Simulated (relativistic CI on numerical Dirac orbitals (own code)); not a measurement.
# Line list: Electric-dipole lines, Er⁴⁵⁺

Calculated at this level of theory: Dirac-Coulomb-Breit CI, KLI orbitals optimised for each configuration, a model potential for QED, unscaled Slater integrals (own radial code, finite nucleus).

Configuration list (outside the closed core [Ne]): 3s2 3p6 3d5, 3s2 3p5 3d6, 3s2 3p4 3d7, 3s 3p6 3d6, 3p6 3d7, 3s 3p5 3d7, 3s2 3p6 3d4 4s, 3s2 3p6 3d4 4p, 3s2 3p4 3d6 4s, 3s2 3p5 3d5 4s, 3s2 3p6 3d4 4f, 3p6 3d6 4s, 3s2 3p6 3d3 4s2, 3s2 3p6 3d4 5s, 3p6 3d5 4s2. Levels of other configurations are missing.

| λ vac (nm) | Lower | Upper | A (s⁻¹) | gf | Branching (%) |
| --- | --- | --- | --- | --- | --- |
| 2.2681 | 3s2 3p6 3d5 2I_11/2 [13] | 3s2 3p5 3d6 2G°_9/2 [181] | 9.36e+11 | 7.22e-01 | 40.9 |
| 2.3040 | 3s2 3p6 3d5 2I_13/2 [15] | 3s2 3p5 3d6 2H°_11/2 [178] | 3.85e+12 | 3.67e+00 | 75.2 |
| 2.3208 | 3s2 3p6 3d5 6S_5/2 [2] | 3s2 3p5 3d6 4D°_7/2 [155] | 7.87e+11 | 5.08e-01 | 20.6 |
| 2.3256 | 3s2 3p6 3d5 2G_9/2 [25] | 3s2 3p5 3d6 2F°_7/2 [192] | 2.16e+12 | 1.40e+00 | 46.6 |
| 2.3317 | 3s2 3p6 3d5 2H_11/2 [5] | 3s2 3p5 3d6 4F°_9/2 [157] | 3.06e+12 | 2.50e+00 | 67.7 |
| 2.3361 | 3s2 3p6 3d5 4D_3/2 [4] | 3s2 3p5 3d6 4P°_3/2 [156] | 1.20e+12 | 3.93e-01 | 30.7 |
| 2.3520 | 3s2 3p6 3d5 4G_9/2 [6] | 3s2 3p5 3d6 4F°_9/2 [157] | 1.10e+12 | 9.11e-01 | 24.3 |
| 2.3624 | 3s2 3p6 3d5 2F_7/2 [9] | 3s2 3p5 3d6 2D°_5/2 [158] | 2.69e+12 | 1.35e+00 | 62.0 |
| 2.3705 | 3s2 3p6 3d5 4G_7/2 [3] | 3s2 3p5 3d6 4D°_7/2 [155] | 1.13e+12 | 7.63e-01 | 29.6 |
| 2.3922 | 3s2 3p6 3d5 2H_9/2 [19] | 3s2 3p5 3d6 2H°_9/2 [172] | 1.20e+12 | 1.03e+00 | 54.4 |
| 2.3988 | 3s2 3p6 3d5 4G_9/2 [6] | 3s2 3p5 3d6 4D°_7/2 [155] | 1.37e+12 | 9.43e-01 | 35.7 |
| 2.4226 | 3s2 3p6 3d5 2I_11/2 [13] | 3s2 3p5 3d6 4H°_11/2 [163] | 9.08e+11 | 9.59e-01 | 51.1 |
| 2.4281 | 3s2 3p6 3d5 2I_13/2 [15] | 3s2 3p5 3d6 2I°_13/2 [166] | 1.46e+12 | 1.80e+00 | 83.9 |
| 2.4372 | 3s2 3p6 3d5 2I_11/2 [13] | 3s2 3p5 3d6 4F°_9/2 [162] | 9.77e+11 | 8.70e-01 | 44.4 |
| 2.4657 | 3s2 3p6 3d5 4D_7/2 [12] | 3s2 3p5 3d6 4P°_5/2 [159] | 1.22e+12 | 6.66e-01 | 55.3 |
| 2.4677 | 3s2 3p6 3d5 4G_9/2 [14] | 3s2 3p5 3d6 4F°_7/2 [160] | 1.24e+12 | 9.03e-01 | 56.9 |
| 3.2815 | 3s2 3p6 3d5 4G_7/2 [3] | 3s2 3p5 3d6 4D°_5/2 [92] | 1.02e+12 | 9.84e-01 | 67.4 |
| 3.3324 | 3s2 3p6 3d5 2H_11/2 [5] | 3s2 3p5 3d6 4G°_9/2 [86] | 6.85e+11 | 1.14e+00 | 52.0 |
| 3.3344 | 3s2 3p6 3d5 4D_7/2 [12] | 3s2 3p5 3d6 4P°_5/2 [122] | 8.09e+11 | 8.09e-01 | 58.7 |
| 3.3353 | 3s2 3p6 3d5 2I_11/2 [13] | 3s2 3p5 3d6 2H°_9/2 [124] | 6.99e+11 | 1.17e+00 | 56.6 |
| 3.3361 | 3s2 3p6 3d5 6S_5/2 [2] | 3s2 3p5 3d6 6P°_3/2 [76] | 7.67e+11 | 5.12e-01 | 68.1 |
| 3.3364 | 3s2 3p6 3d5 4G_9/2 [6] | 3s2 3p5 3d6 2F°_7/2 [91] | 7.98e+11 | 1.07e+00 | 83.1 |
| 3.3427 | 3s2 3p6 3d5 4G_9/2 [6] | 3s2 3p5 3d6 4D°_7/2 [89] | 4.58e+11 | 6.14e-01 | 73.7 |
| 3.3531 | 3s2 3p6 3d5 4D_5/2 [7] | 3s2 3p5 3d6 4D°_3/2 [93] | 7.45e+11 | 5.03e-01 | 64.5 |
| 3.3615 | 3s2 3p6 3d5 4P_5/2 [1] | 3s2 3p5 3d6 4P°_5/2 [51] | 4.00e+11 | 4.07e-01 | 91.8 |
| 3.3623 | 3s2 3p6 3d5 2I_13/2 [15] | 3s2 3p5 3d6 2H°_11/2 [126] | 1.11e+12 | 2.26e+00 | 82.1 |
| 3.3699 | 3s2 3p6 3d5 4G_9/2 [14] | 3s2 3p5 3d6 2F°_7/2 [119] | 8.66e+11 | 1.18e+00 | 69.4 |
| 3.3738 | 3s2 3p6 3d5 4G_9/2 [6] | 3s2 3p5 3d6 4G°_9/2 [86] | 5.43e+11 | 9.26e-01 | 41.3 |
| 3.3775 | 3s2 3p6 3d5 4P_5/2 [1] | 3s2 3p5 3d6 6P°_3/2 [49] | 1.13e+12 | 7.71e-01 | 97.7 |
| 3.3957 | 3s2 3p6 3d5 4P_5/2 [1] | 3s2 3p5 3d6 4P°_5/2 [47] | 8.92e+11 | 9.25e-01 | 98.5 |
| 3.4069 | 3s2 3p6 3d5 2G_9/2 [25] | 3s2 3p5 3d6 2F°_7/2 [136] | 7.91e+11 | 1.10e+00 | 65.4 |
| 3.4093 | 3s2 3p6 3d5 2H_11/2 [30] | 3s2 3p5 3d6 2G°_9/2 [148] | 1.03e+12 | 1.79e+00 | 82.6 |
| 3.4285 | 3s2 3p6 3d5 2H_11/2 [5] | 3s2 3p5 3d6 4G°_11/2 [78] | 9.41e+11 | 1.99e+00 | 97.8 |
| 3.4292 | 3s2 3p6 3d5 6S_5/2 [2] | 3s2 3p5 3d6 2F°_5/2 [67] | 4.55e+11 | 4.81e-01 | 87.5 |
| 3.4423 | 3s2 3p6 3d5 4G_7/2 [3] | 3s2 3p5 3d6 4D°_7/2 [75] | 3.29e+11 | 4.67e-01 | 57.0 |
| 3.4752 | 3s2 3p6 3d5 2H_11/2 [5] | 3s2 3p5 3d6 4G°_9/2 [74] | 2.54e+11 | 4.61e-01 | 33.7 |
| 3.5026 | 3s2 3p6 3d5 2F_7/2 [9] | 3s2 3p5 3d6 2F°_7/2 [82] | 6.17e+11 | 9.07e-01 | 85.5 |
| 3.5178 | 3s2 3p6 3d5 2G_9/2 [25] | 3s2 3p5 3d6 2G°_9/2 [131] | 6.08e+11 | 1.13e+00 | 66.3 |
| 3.5203 | 3s2 3p6 3d5 4G_9/2 [6] | 3s2 3p5 3d6 4G°_9/2 [74] | 3.59e+11 | 6.67e-01 | 47.5 |
| 3.5230 | 3s2 3p6 3d5 4G_7/2 [3] | 3s2 3p5 3d6 2G°_7/2 [69] | 2.93e+11 | 4.37e-01 | 50.8 |
| 3.5365 | 3s2 3p6 3d5 4P_5/2 [1] | 3s2 3p5 3d6 4D°_7/2 [43] | 4.78e+11 | 7.17e-01 | 98.6 |
| 3.5419 | 3s2 3p6 3d5 2I_11/2 [13] | 3s2 3p5 3d6 4G°_11/2 [107] | 5.77e+11 | 1.30e+00 | 86.5 |
| 3.5740 | 3s2 3p6 3d5 2I_13/2 [15] | 3s2 3p5 3d6 2I°_13/2 [109] | 5.71e+11 | 1.53e+00 | 88.4 |
| 3.7236 | 3s2 3p6 3d5 2H_11/2 [5] | 3s2 3p5 3d6 2I°_13/2 [60] | 1.67e+11 | 4.86e-01 | 93.2 |
| 3.7808 | 3s2 3p6 3d5 4G_9/2 [6] | 3s2 3p5 3d6 4G°_11/2 [59] | 2.04e+11 | 5.24e-01 | 93.8 |

Terms are leading LS components. Brackets give the number of a level in order of energy, since labels repeat. The list gives strong lines, with weight on those to low levels, without lines whose two gauges differ by over a factor of 2.5, among the lowest 200 of 2819 levels, so that lines to higher ones, which can be the strongest, are missing. Levels whose partners in the same complex of configurations lie outside the list can be far off, and so can their lines. Rates are taken at the computed energies, electric ones in the length gauge.

At this charge energies of transitions that change n are usually good to better than 1 %, and those within a shell (Δn = 0) to a few per cent.

LS names give the leading component of a level, which can be under half, so a name can repeat, a term be missing and a line seem to break the LS rules.
